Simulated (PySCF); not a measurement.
PySCF 2.14 output of an unrestricted LDA calculation on a single atom or ion in x2c-TZVPPall (8s6p6d2f1g, 79 functions), with the spin-free X2C one-electron Hamiltonian (Gaussian nucleus):

```
SCF conv_tol = 1e-09
number electrons alpha = 23  beta = 18
    P. A. M. Dirac.,  Math. Proc. Cambridge Philos. Soc. 26, 376 (1930)
    F. Bloch.,  Z. Phys. 57, 545 (1929)
    S. H. Vosko, L. Wilk, and M. Nusair.,  Can. J. Phys. 58, 1200 (1980)
cycle= 1 E= -4279.12832764146  delta_E= -0.0195  |g|= 0.0916  |ddm|= 0.238
cycle= 2 E= -4279.12868527573  delta_E= -0.000358  |g|= 0.0372  |ddm|= 0.0277
cycle= 3 E= -4279.12876247089  delta_E= -7.72e-05  |g|= 0.00533  |ddm|= 0.0137
cycle= 4 E= -4279.1287678251  delta_E= -5.35e-06  |g|= 0.000226  |ddm|= 0.00386
cycle= 5 E= -4279.12876784005  delta_E= -1.49e-08  |g|= 1.78e-05  |ddm|= 0.000193
cycle= 6 E= -4279.12876784013  delta_E= -8.28e-11  |g|= 1.41e-06  |ddm|= 1.17e-05
converged SCF energy = -4279.12876784013  <S^2> = 8.7502487  2S+1 = 6.0000829
```

The run itself started from symmetry-adapted Hartree-Fock orbitals and held the occupation by maximum overlap, on a logarithmic radial grid, so the iterations belong to that start.

Which element, charge and spin multiplicity is this?

Tc²⁺ (technetium, charge +2), multiplicity 6; the state was [Kr] 4d4 5p1, one real determinant (an excited configuration).

⟨L²⟩ = 8.00 against 12 for a pure F term, so this real determinant mixes terms.
